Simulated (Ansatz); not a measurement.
Start from `[F][Ga]([Cl])[Br]` and change one atom or group to get `[OH][Ga]([F])[Br]`.

Ansatz, PBE0-D4/def2-TZVP geometries, multiplicity 1. Each molecule was computed in one conformer, which needn't be the lowest.

Scalar relativity is left out up to krypton.

| property | `[F][Ga]([Cl])[Br]` |
| --- | --- |
| HOMO energy (PBE/def2-TZVPP) / eV | -7.86 |
| HOMO–LUMO gap (PBE/def2-TZVPP) / eV | 4.83 |
| ideal-gas entropy at 298 K and 1 bar (rigid rotor, harmonic PBE0-D4/def2-TZVP) / J/(mol·K) | 341 |
| LUMO energy (PBE/def2-TZVPP) / eV | -3.03 |
| HOMO–LUMO gap (ωB97M-V/def2-TZVPP) / eV | 11.29 |
| LUMO energy (PBE0/def2-TZVPP) / eV | -2.10 |

(1) Give the same properties after the change, and the shifts. (Best estimate.)

## Answers

(1) Ansatz gave: 
```
                                                                                  property  `[OH][Ga]([F])[Br]`  shift
                                                         HOMO energy (PBE/def2-TZVPP) / eV                -7.71   0.15
                                                       HOMO–LUMO gap (PBE/def2-TZVPP) / eV                 5.02   0.19
ideal-gas entropy at 298 K and 1 bar (rigid rotor, harmonic PBE0-D4/def2-TZVP) / J/(mol·K)                  336     -5
                                                         LUMO energy (PBE/def2-TZVPP) / eV                -2.68   0.35
                                                   HOMO–LUMO gap (ωB97M-V/def2-TZVPP) / eV                11.48   0.19
                                                        LUMO energy (PBE0/def2-TZVPP) / eV                -1.74   0.36
```

With PBE0 the HOMO rises by 0.13 eV and the LUMO rises by 0.36 eV, so the gap widens by about 0.23 eV. PBE moves the HOMO by 0.15 eV and ωB97M-V by 0.12 eV. The zero-point energy changes by 32.7 kJ/mol with +3 modes.

Spin–orbit coupling is left out; it splits and shifts lone-pair levels of the heavy atoms by tenths of an eV.
